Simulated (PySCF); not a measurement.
C$_{4}$H$_{11}$In, charge +1, doublet, at a GFN2-xTB geometry (such geometries of metal compounds can be far from the true shape) (a state made from the parent by changing its charge; the spin is typed, not shown lowest) (core potentials on In), with bond 8-6 at 1.6 times its length. Base run: DF-BLYP/def2-SVP run with PySCF.

Here is a job for PySCF.
```python
from pyscf import gto, scf, dft

mol = gto.M(
    atom='''
In   -0.029769    0.440386    0.170115
C     1.482714    1.070089   -1.399992
H     2.368644    0.446552   -1.295460
H     1.720052    2.116238   -1.214696
H     1.028947    0.945315   -2.381445
C    -1.401957    0.850174    1.942730
H    -2.371358    0.402526    1.728952
H    -1.528160    2.579892    2.113582
H    -0.949048    0.401779    2.825536
C    -0.459185   -2.034979   -0.233655
C     0.499727   -2.478613   -1.258930
H    -1.499960   -1.964253   -0.531666
H    -0.301269   -2.389925    0.779354
H     1.535401   -2.408498   -0.921070
H     0.367058   -1.956890   -2.209320
H     0.313252   -3.543038   -1.466267
''',
    basis='def2-svp',
    ecp={'In': 'def2-svp'},
    charge=1,
    spin=1,
    verbose=4,
)

mf = dft.UKS(mol)
mf.xc = 'blyp'
mf = mf.density_fit(auxbasis='def2-universal-jkfit')
mf.kernel()
mf.analyze()
```

Each row names what was changed in the base input (with any setting that the change needs).

| change | ΔE vs base (mEh) | SCF cycles | <S^2> | outcome |
|---|---|---|---|---|
| base | 0.000 | 19 | 0.753 | converged |
| diis = off; damp = 0.6 (with mf.diis_start_cycle = 200; with mf.max_cycle = 150) | - | - | - | cut at the time limit |
| init_guess = 1e | 0.000 | 21 | 0.753 | converged |
| init_guess = atom | 0.000 | 17 | 0.753 | converged |
| conv_tol_grad = 1e-3 | 0.000 | 17 | 0.753 | converged |
| diis_space = 12 | 0.000 | 17 | 0.753 | converged |
| diis = off; damp = 0.3 (with mf.diis_start_cycle = 200; with mf.max_cycle = 150) | - | - | - | cut at the time limit |
| conv_tol = 1e-11 | 0.000 | 22 | 0.753 | converged |
| init_guess = sap | 0.000 | 23 | 0.753 | converged |

Open shells are given as the SCF converged; they aren't shown to be the lowest states, and a large step between rows can be another state.
